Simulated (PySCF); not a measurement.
Ga(I)2(Me) (CH₃GaI₂), SMILES [CH3][Ga]([I])[I].

Geometry optimised at PBE0-D3(BJ)/def2-SVP. The def2 effective core potentials stand for the cores of I; spin–orbit coupling is left out.

Two levels are set side by side: PBE/def2-TZVP (PySCF) and PBE0/def2-TZVP (PySCF). Same geometry, gas phase. Differences are taken from unrounded values.

```csv
quantity,PBE0,PBE,PBE minus PBE0
orbital gap (eV),5.89,4.05,-1.84
highest occupied level (eV),-7.52,-6.40,1.12
lowest empty level (eV),-1.63,-2.35,-0.72
dipole moment (D),2.12,2.05,-0.07
mean polarisability (bohr³),107.6,111.9,4.3
```

Without exact exchange PBE keeps part of each electron's self-repulsion, which lifts occupied levels and narrows the gap. PBE's more diffuse valence density responds more strongly to a field. Differences between two approximate levels are no errors against the true value.

Rough cost on one machine, each run with all the roots and properties that it gave: PBE0 against PBE within a factor of 2.
